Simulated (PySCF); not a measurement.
Molecule: C4H6N, charge 1, multiplicity 1. It need not be the lowest isomer of its formula. SMILES: C(/C#[NH+])=C/C
Coordinates optimised at B3LYP-D3(BJ)/def2-TZVP (Ansatz):
```
C
C 1 1.3517
H 2 1.0840 1 122.84
H 1 1.0855 2 115.82 3 0.00
C 2 1.3931 3 115.24 1 -180.00
N 5 1.1463 3 150.22 2 180.00
H 6 1.0057 3 160.14 2 -180.00
C 1 1.4736 4 116.71 2 -180.00
H 8 1.0887 1 114.08 4 180.00
H 8 1.0949 9 109.23 1 122.53
H 8 1.0949 9 109.23 10 114.95
```
Charge +1, spin multiplicity 1.

Dispersion corrections to the total energy (kcal/mol) from the dftd3 and dftd4 libraries through PySCF: D3(BJ) without and D4 with the three-body term, each with the damping fitted for the functional named.

```
functional  D3(BJ)      D4
----------  ------  ------
LC-wPBE      -4.38     [?]
PBE0         -4.10   -3.22
CAM-B3LYP    -3.59   -3.21
TPSS         -6.00   -5.19
PW6B95       -2.26   -3.32
revPBE         [?]  -13.06
B2GP-PLYP      [?]   -1.61
```

Fill in the missing entries.


- LC-wPBE, D4: -4.22
- revPBE, D3(BJ): -12.43
- B2GP-PLYP, D3(BJ): -2.66
